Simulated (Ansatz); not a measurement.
Conformers of Cl2H4OSi2 (`O[SiH](Cl)[SiH2]Cl`), each relaxed with PBE0-D4/def2-TZVP in Ansatz. CBS adds the triple-zeta coupled-cluster correction to the MP2 limit.

Not all of them had a frequency check.

Conformer A:

```xyz
9

O    -0.439   -1.766    0.800
Si   -0.631   -0.150    0.611
Cl   -2.462    0.288   -0.227
Si    1.045    0.545   -0.866
Cl    0.873    2.590   -1.055
H    -1.045   -2.242    1.372
H    -0.613    0.562    1.913
H     0.871   -0.070   -2.204
H     2.401    0.243   -0.345
```

Conformer B:

Cartesian coordinates in Å:
```
O 0.054 1.017 -1.729
Si -0.601 -0.211 -0.871
Cl 0.064 -2.043 -1.539
Si 0.088 -0.042 1.365
Cl 2.079 0.513 1.226
H 0.983 1.210 -1.576
H -2.059 -0.150 -1.107
H 0.013 -1.319 2.114
H -0.622 1.023 2.117
```

Task: Which is lowest in electronic energy at CCSD(T)/CBS (frozen core, def2 sets), and by how much? (An estimate is asked.)

Result: Ansatz gave: B; A lies 1.9 kJ/mol higher. Gaps under about 2 kJ/mol don't settle the order.

Task: Give the energies relative to B (kJ/mol) with PBE-D4/def2-TZVPP, B3LYP-D4/def2-TZVPP, ωB97M-V/def2-TZVPP, B2PLYP/def2-TZVPP, r2SCAN/def2-TZVPP, B3LYP/def2-TZVPP, HF/CBS(def2). (Estimate.)

Result: Computed: 
```csv
level,A
PBE-D4/def2-TZVPP,3.6
B3LYP-D4/def2-TZVPP,2.1
ωB97M-V/def2-TZVPP,2.4
B2PLYP/def2-TZVPP,1.0
r2SCAN/def2-TZVPP,3.1
B3LYP/def2-TZVPP,0.8
HF/CBS(def2),-1.8
```

B3LYP here is the variant with VWN-RPA as its local correlation; programs differ in this.
